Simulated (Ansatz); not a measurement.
System: sum formula SiH₂F, charge 0, multiplicity 2. It need not be the lowest isomer of its formula. SMILES: [SiH2]F
Coordinates optimised at B3LYP-D3(BJ)/def2-TZVP (Ansatz, a program for electronic structure):
```
Si
F 1 1.6108
H 1 1.4871 2 107.72
H 1 1.4871 3 111.30 2 -117.87
```
Charge 0, spin multiplicity 2.

Parts of the frozen-core correlation energy in cc-pV(D+d)Z (Ansatz, hartree). Frozen orbitals: 6; correlated occupied orbitals by spin: 7 and 6; virtual: 34 and 35. Open shells are spin-unrestricted. No spin-orbit coupling. No relativistic terms.

```json
[
 {"term": "reference (HF)", "value": "-389.54804"},
 {"term": "MP2 opposite-spin", "value": "-0.20693"},
 {"term": "MP2 same-spin", "value": "-0.06513"},
 {"term": "CCSD correlation", "value": "-0.29215"},
 {"term": "(T)", "value": "-0.00484"},
 {"term": "CCSDT minus CCSD(T)", "value": "-0.00061"},
 {"term": "T1 diagnostic", "value": "0.014"},
 {"term": "largest doubles amplitude", "value": "0.035"},
 {"term": "<S^2> of the reference", "value": "0.753"}
]
```
